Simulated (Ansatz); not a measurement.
C3H8O2, triplet, at the geometry of the source list (a higher spin typed on purpose: for a closed-shell molecule this is an excited state); CCSD(T)/STO-3G in Ansatz (a quantum-chemistry and plane-wave program).

The Ansatz input:
Ansatz 0.2 input:
```yaml
crystal:
  periodic: [false, false, false]
  atoms:
    - {symbol: C, position_ang: [1.49740000, 0.21070000, 0.26420000]}
    - {symbol: C, position_ang: [0.09340000, 0.38200000, -0.30340000]}
    - {symbol: O, position_ang: [-0.62200000, 1.41610000, 0.34790000]}
    - {symbol: C, position_ang: [-0.71930000, -0.91880000, -0.22110000]}
    - {symbol: O, position_ang: [-2.00020000, -0.74760000, -0.76880000]}
    - {symbol: H, position_ang: [2.03680000, 1.15230000, 0.20750000]}
    - {symbol: H, position_ang: [1.44840000, -0.10470000, 1.30570000]}
    - {symbol: H, position_ang: [2.04010000, -0.54110000, -0.30040000]}
    - {symbol: H, position_ang: [0.14120000, 0.70250000, -1.34960000]}
    - {symbol: H, position_ang: [-0.59560000, 1.25210000, 1.29830000]}
    - {symbol: H, position_ang: [-0.23270000, -1.71600000, -0.78560000]}
    - {symbol: H, position_ang: [-0.79530000, -1.23070000, 0.83530000]}
    - {symbol: H, position_ang: [-2.29210000, 0.14330000, -0.52990000]}
basis:
  gaussian:
    orbitals: STO-3G
magnetization: {spin_polarized: true, initial_magnetization: 2}
correlation: {method: ccsd_t}
```

Problem. Predict the main parts of the log of this Ansatz run.

Solution. 
```
Functional definition: HF
479 factors; integrals over basis functions are off by at most 3.9e-5 eV
mean field evaluation 1: about -7181.5765 eV, gradient 1.9e1 eV
mean field evaluation 2: about -7182.0384 eV, gradient 1.9e1 eV
mean field evaluation 4: about -7185.5579 eV, gradient 4.4e0 eV
mean field evaluation 8: about -7185.0217 eV, gradient 1.8e0 eV
mean field evaluation 16: about -7188.3280 eV, gradient 5.2e-4 eV
mean field evaluation 32: about -7184.5584 eV, gradient 2.8e-2 eV
mean field evaluation 64: about -7188.2433 eV, gradient 1.5e-1 eV
mean field evaluation 96: about -7183.5907 eV, gradient 3.8e0 eV
mean field evaluation 128: about -7185.6227 eV, gradient 1.8e-1 eV
mean field evaluation 160: about -7184.1313 eV, gradient 2.8e-1 eV
mean field evaluation 192: about -7188.2435 eV, gradient 3.3e-3 eV
mean field evaluation 224: about -7184.2403 eV, gradient 6.1e0 eV
mean field evaluation 256: about -7181.3111 eV, gradient 1.8e1 eV
mean field evaluation 288: about -7180.4662 eV, gradient 1.5e1 eV
mean field evaluation 320: about -7179.1580 eV, gradient 2.2e1 eV
mean field evaluation 352: about -7182.4668 eV, gradient 1.9e0 eV
mean field -7188.32795810 eV, -264.1661800365 hartree, gradient 3.7e-6 eV, S^2 2.008441; 8 other end points of the search recorded, 0 dependent functions left out
determinant -7188.32795810 eV, -264.1661800365 hartree, with singles and doubles -7195.93401716 eV, -264.4456975514 hartree
determinant -7188.24352561 eV, -264.1630771997 hartree, with singles and doubles -7195.84263398 eV, -264.4423392814 hartree
determinant -7185.99268394 eV, -264.0803602940 hartree, with singles and doubles -7193.73965133 eV, -264.3650560947 hartree
determinant -7185.95408002 eV, -264.0789416262 hartree, with singles and doubles -7193.57515996 eV, -264.3590111480 hartree
determinant -7185.85113860 eV, -264.0751585988 hartree, with singles and doubles -7193.59381269 eV, -264.3596966235 hartree
determinant -7185.62094971 eV, -264.0666993129 hartree, with singles and doubles -7193.28767847 eV, -264.3484463982 hartree
determinant -7185.03223623 eV, -264.0450644917 hartree, with singles and doubles -7195.14072092 eV, -264.4165444521 hartree
determinant -7188.32795810 eV, -264.1661800365 hartree, with singles and doubles -7195.93781883 eV, -264.4458372603 hartree
determinant -7188.24352561 eV, -264.1630771997 hartree, with singles and doubles -7195.84610724 eV, -264.4424669215 hartree
5 core orbitals not correlated
reference -7188.32795810 eV, -264.1661800365 hartree; 17, 15 occupied and 11, 13 virtual orbitals, 479 factors
second order -5.63451961 eV of doubles, -0.00000000 eV of singles
cycle   1  -7.60985952 eV  change    1.2e-6 eV  update   3.8e-6
perturbative correction -0.08351911 eV, -0.0030692708 hartree
Total energy: -7196.02133673 eV, -264.4489064865 hartree
```
